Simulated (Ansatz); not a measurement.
C3H9As⁺, that is AsH2(iPr) with one electron fewer. Charge 1, multiplicity 2. Geometry r2SCAN-D4/def2-SVP, that of the neutral singlet; atoms count from 1.

```tsv
atom	x (Å)	y (Å)	z (Å)
As1	1.560	1.075	-0.416
H2	1.575	0.964	-1.939
H3	0.933	2.465	-0.477
C4	-0.180	0.104	-0.184
C5	-0.709	0.349	1.226
C6	0.029	-1.380	-0.468
H7	-0.889	0.522	-0.919
H8	-0.885	1.419	1.423
H9	-0.002	-0.022	1.988
H10	-1.666	-0.180	1.379
H11	-0.916	-1.937	-0.338
H12	0.381	-1.559	-1.497
H13	0.769	-1.820	0.222
```

Question: Estimate the Mulliken populations from the PBE0/def2-TZVP orbitals of Ansatz.

Answer: 
```tsv
atom	charge (e)	spin (α − β)
As1	0.31	0.69
H2	0.17	0.01
H3	0.17	0.01
C4	-0.16	0.17
C5	-0.37	0.00
C6	-0.37	0.00
H7	0.21	0.05
H8	0.17	0.00
H9	0.17	0.01
H10	0.19	0.02
H11	0.19	0.02
H12	0.17	0.00
H13	0.17	0.01
```
Mulliken values depend strongly on the basis.

Question: Where does the spin sit?

Answer: Summed by element: As 0.69, H 0.13, C 0.17, of 1 unpaired in all. Largest on single atoms: As1 0.69, C4 0.17, H7 0.05.

Question: And the Mayer bond orders between heavy atoms (over 0.3)?

Answer: As1–C4 0.88 (2.01 Å); C4–C5 1.02 (1.53 Å); C4–C6 1.02 (1.53 Å).
